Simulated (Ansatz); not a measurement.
Consider the ligand exchange at the Si–C bond: `C=C(S)[SiH2][SiH3]` + `[CH2]1[NH][AlH]1` → `[SiH3][SiH2][N]1[CH2][AlH]1` + `C=CS`.

Program: Ansatz. Geometries: PBE0-D4/def2-TZVP. ΔE: electronic, gas phase. CCSD(T)/CBS adds triple-zeta CCSD(T) − MP2 to the extrapolated MP2 energy (def2 sets, frozen cores). This one scheme is used for every species. DFT in def2-TZVPP. One conformer a species, not always the lowest.

`C=C(S)[SiH2][SiH3]`:

```xyz
13

C     0.874    1.275    1.569
C     0.076    1.027    0.529
S    -0.166    2.109   -0.828
Si   -0.852   -0.600    0.399
Si   -0.148   -1.787   -1.493
H     0.975    0.553    2.372
H     1.449    2.192    1.661
H     0.667    3.090   -0.437
H    -0.574   -1.366    1.642
H    -2.315   -0.342    0.300
H     1.328   -1.967   -1.461
H    -0.794   -3.128   -1.519
H    -0.519   -1.056   -2.734
```

`[CH2]1[NH][AlH]1`:

Cartesian coordinates in Å:
```
C -0.257 0.804 -0.066
N -0.273 -0.489 0.707
Al 0.711 -0.734 -0.681
H -1.217 1.108 -0.492
H 0.227 1.645 0.437
H -0.792 -0.573 1.564
H 1.601 -1.761 -1.469
```

`[SiH3][SiH2][N]1[CH2][AlH]1`:

Z-matrix (Å, degrees):
```
Si
Si 1 2.349
H 1 1.491 2 110.8
H 1 1.490 2 111.3 3 119.8
H 1 1.490 2 111.0 3 -120.2
N 2 1.711 1 111.7 3 -61.4
H 2 1.491 1 109.1 3 58.9
H 2 1.496 1 107.6 3 175.8
Al 6 1.744 2 165.6 1 113.8
C 6 1.531 2 123.7 1 -60.6
H 9 1.568 6 144.6 2 4.4
H 10 1.091 6 114.0 2 -65.7
H 10 1.092 6 114.3 2 63.1
```

`C=CS`:

```xyz
7

C     0.971   -0.519    0.300
C    -0.186    0.118    0.174
S    -0.950    0.442   -1.368
H     1.526   -0.889   -0.555
H     1.395   -0.687    1.282
H    -0.721    0.478    1.045
H    -2.035    1.057   -0.879
```

| level | ΔE (eV) |
| --- | --- |
| PBE0-D4 | -0.62 |
| B2PLYP | -0.70 |
| PBE | -0.60 |
| PBE0 | -0.64 |
| CCSD(T)/def2-TZVPP | -0.67 |
| HF/def2-QZVPP | -0.85 |
| MP2/def2-QZVPP | -0.66 |
| SCS-MP2/def2-QZVPP | -0.69 |

Problem. What does CCSD(T)/CBS give? (An estimate is asked.)

Solution. Computed: -0.66 eV. The listed levels differ from it by 0.04, -0.04, 0.06, 0.02, -0.01, -0.19, 0.00, -0.03 eV.

Largest T1 diagnostic among the species: 0.015.

From PBE to PBE0 (25 % exact exchange), in def2-TZVPP and without D4, ΔE moves by −0.04 eV. In def2-TZVPP, CCSD(T) changes the Hartree–Fock value by +0.17 eV (the triples alone add +0.03 eV) and MP2 by +0.17 eV.
